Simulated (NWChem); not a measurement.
**Lowest excitation of HClFHfN**

```xyz
5

Hf     0.1102     0.1912    -0.1782
N     -0.4110    -0.4667    -1.7808
H     -0.8617    -0.8311    -2.6133
F     -0.9070     1.7647     0.2780
Cl     0.2335    -1.5032     1.4944
```
Charge 0, spin multiplicity 1.

Program: NWChem. All single points use one geometry, from PBE0/def2-SVP with def2 effective core potentials on Hf, a minimum by its harmonic frequencies.

Basis set: def2-SVP.

Effective core potentials replace the inner electrons of Hf; spin-orbit coupling is left out. B3LYP has NWChem's definition, with VWN1-RPA local correlation. The structure started from a generated list of species.

Order these methods by the lowest vertical singlet excitation energy they give, lowest first: TD-PBE, TD-B3LYP, CIS, TDA-CAM-B3LYP.

TD-PBE (2.06 eV), TD-B3LYP (2.29 eV), TDA-CAM-B3LYP (2.54 eV), CIS (3.77 eV)
